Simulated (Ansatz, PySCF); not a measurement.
C3H14Si3, SMILES C[C@H](C[SiH3])[SiH2][SiH3]. Atoms are numbered in the order given.

```xyz
20

C     -0.8433    -1.7449     0.9586
C      0.1351    -0.8818     0.1611
C      1.5432    -0.9262     0.7720
Si     2.9321    -0.0459    -0.1636
Si    -0.5259     0.8956    -0.0400
Si    -2.7653     0.8804    -0.7415
H     -0.9917    -1.3486     1.9769
H     -1.8336    -1.8057     0.4792
H     -0.4630    -2.7750     1.0615
H      0.1887    -1.2806    -0.8696
H      1.8593    -1.9814     0.8762
H      1.5255    -0.5239     1.8015
H      2.8778    -0.3907    -1.6190
H      4.2500    -0.4898     0.3866
H      2.8454     1.4400    -0.0263
H     -0.4168     1.6265     1.2650
H      0.2875     1.6414    -1.0528
H     -3.6646     0.3804     0.3451
H     -2.9208    -0.0227    -1.9261
H     -3.2124     2.2537    -1.1304
```
Charge 0, spin multiplicity 1.

Coordinates come from a PBE0-D3(BJ)/def2-SVP optimisation. The structure was generated by enumeration; whether it is a known compound was not checked. Other conformers were not sampled.

Two levels are set side by side: PBE-D3(BJ)/def2-SVP (Ansatz, a quantum-chemistry and plane-wave program) and PBE0-D3(BJ)/def2-SVP (Ansatz). Each level has its own optimised geometry; the coordinates shown are those of the second. Frequencies come from the Hessian of PySCF at each geometry. Differences are taken from unrounded values.

```tsv
quantity	PBE0-D3(BJ)
mean bond length (Å)	1.464
bond C1–C2 (Å)	1.529
bond C2–C3 (Å)	1.536
bond C2–Si5 (Å)	1.907
bond C3–Si4 (Å)	1.892
bond Si5–Si6 (Å)	2.347
bond C1–H7 (Å)	1.103
bond C1–H8 (Å)	1.102
bond C1–H9 (Å)	1.103
bond C2–H10 (Å)	1.107
bond C3–H11 (Å)	1.106
bond C3–H12 (Å)	1.105
bond Si4–H13 (Å)	1.497
bond Si4–H14 (Å)	1.496
bond Si4–H15 (Å)	1.495
bond Si5–H16 (Å)	1.500
bond Si5–H17 (Å)	1.498
highest harmonic wavenumber (cm⁻¹)	3135
mean harmonic wavenumber (cm⁻¹)	1221
zero-point energy (kcal/mol)	94.29
```

What does PBE-D3(BJ) give, and how far is it from PBE0-D3(BJ)? (An estimate is asked for; the answer gives what the named calculation found.)


```tsv
quantity	PBE-D3(BJ)	PBE-D3(BJ) minus PBE0-D3(BJ)
mean bond length (Å)	1.473	0.009
bond C1–C2 (Å)	1.538	0.009
bond C2–C3 (Å)	1.544	0.009
bond C2–Si5 (Å)	1.920	0.013
bond C3–Si4 (Å)	1.904	0.012
bond Si5–Si6 (Å)	2.354	0.008
bond C1–H7 (Å)	1.111	0.008
bond C1–H8 (Å)	1.110	0.008
bond C1–H9 (Å)	1.111	0.008
bond C2–H10 (Å)	1.115	0.008
bond C3–H11 (Å)	1.115	0.008
bond C3–H12 (Å)	1.113	0.008
bond Si4–H13 (Å)	1.507	0.010
bond Si4–H14 (Å)	1.506	0.010
bond Si4–H15 (Å)	1.505	0.010
bond Si5–H16 (Å)	1.510	0.010
bond Si5–H17 (Å)	1.508	0.010
highest harmonic wavenumber (cm⁻¹)	3046	-89
mean harmonic wavenumber (cm⁻¹)	1182	-39
zero-point energy (kcal/mol)	91.28	-3.00
```

Exact exchange shortens and stiffens bonds; PBE has none. Differences between two approximate levels are no errors against the true value.
